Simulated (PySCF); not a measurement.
**How methods differ on the excitation energy of Cd²⁺**

Cd²⁺ [Kr] 4d10 (1S) → Cd²⁺ [Kr] 4d9 5p1 (high-spin determinant), as a difference of total energies. Calculation: PySCF 2.14, in aug-cc-pwCVDZ-PP with ECP28MDF (6s6p5d3f, 70 functions); a scalar-relativistic core potential. Correlated levels: valence and next inner shell: nothing frozen outside the core potential. The calculations carry no spin-orbit coupling.

```json
{"method": "UHF", "excitation energy (eV)": "16.292"}
{"method": "MP2 (valence and next inner shell)", "excitation energy (eV)": "17.135"}
{"method": "SCS-MP2 (valence and next inner shell)", "excitation energy (eV)": "17.078"}
{"method": "CCSD (valence and next inner shell)", "excitation energy (eV)": "16.837"}
{"method": "CCSD(T) (valence and next inner shell)", "excitation energy (eV)": "16.851"}
```

How much does correlation contribute at CCSD(T) (valence and next inner shell)?

16.851 − (16.292) = 0.559 eV, measured against UHF.

The determinant of the upper state mixes LS terms, which raises its energy above the lowest term, most at the Hartree-Fock and MP2 levels.
